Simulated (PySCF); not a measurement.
H₄B (SMILES [BH4-]), charge -1, singlet, geometry from GFN2-xTB (in this run its highest filled SCF level lies above zero, so its values depend strongly on the basis, on diffuse functions most of all), with bond 4-1 at 1.3 times its length. Base run: PySCF with R2SCAN/STO-3G.

Geometry (Å):
```xyz
5

B      0.0000     0.0000     0.0000
H     -0.7894    -0.8233    -0.4570
H      0.1623    -0.2103     1.1997
H     -0.5854     1.4715    -0.2082
H      1.0774    -0.0984    -0.5825
```
Charge -1, spin multiplicity 1.
All else is at PySCF's defaults.
Base energy -26.75652 Eh.

Variants of this job, named by their change:

```csv
change,ΔE vs base (mEh),SCF cycles
base,0.000,6
diis_space = 12,0.000,6
level_shift = 0.3 (with mf.max_cycle = 100),0.000,9
init_guess = 1e,0.000,7
init_guess = huckel,0.000,8
init_guess = atom,0.000,6
conv_tol = 1e-6,0.000,6
diis_space = 20,0.000,6
init_guess = sap,0.000,7
solver = newton,0.000,-
level_shift = 0.1 (with mf.max_cycle = 100),0.000,7
level_shift = 1.0 (with mf.max_cycle = 100),0.000,23
diis_space = 4,0.000,6
```
